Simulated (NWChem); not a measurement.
System: CH$_{6}$FNOSi; SMILES CO[Si@H](N)F

NWChem input:

```
start job
memory heap 200 mb stack 900 mb global 1100 mb
geometry units angstroms noautoz
  C      0.013764     2.015484     0.531725
  O      0.245566     1.127162    -0.557709
  Si     0.099394    -0.506204    -0.481398
  N     -1.373541    -0.950893     0.279938
  F      1.237515    -1.190971     0.435362
  H      0.936646     2.161669     1.105503
  H     -0.767005     1.636541     1.201193
  H     -0.301534     2.980320     0.123056
  H      0.320260    -0.947314    -1.872846
  H     -1.436647    -1.811082     0.809243
  H     -2.270924    -0.674590    -0.097028
end
basis spherical
  * library 6-31g*
end
dft
  xc b3lyp
  iterations 150
  mulliken
end
task dft energy
```

All runs use the structure optimised with B3LYP/6-31G* (spherical d). B3LYP is NWChem's, with the RPA form of VWN correlation.

What results follow from this input? (B3LYP/6-31G* (spherical d).) Quantities: energy (Ha); highest occupied level (eV); orbital gap (eV); dipole (D).


```
Property                      Result
---------------------------  -------
energy (Ha)                  -561.14
highest occupied level (eV)    -7.23
orbital gap (eV)                8.77
dipole (D)                      2.47
```
